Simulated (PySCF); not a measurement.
A structure optimised at r2SCAN-D4/def2-SVP, used in a PySCF frequency run:

```xyz
12

F      0.3405     0.7579    -1.8370
Si     0.5145     0.2150    -0.3107
Cl     2.4790     0.5711     0.2355
C     -0.0180    -1.5836    -0.2494
Si    -1.8690    -1.2610     0.1407
Si    -1.3214     0.8826     0.9926
H      0.2040    -2.1911    -1.1422
H      0.4499    -2.0730     0.6246
H     -2.4822    -2.2669     1.0586
H     -2.6701    -1.1620    -1.1161
H     -2.1112     2.0934     0.6255
H     -1.0276     0.8583     2.4589
```
Charge 0, spin multiplicity 1.

Task: Write its SMILES and formula.

Result: F[Si@]1(Cl)C[SiH2][SiH2]1, CH6ClFSi3

Task: What are its rotational constants (standard atomic weights)?

Result: 2.3674, 0.97638, 0.91294 GHz
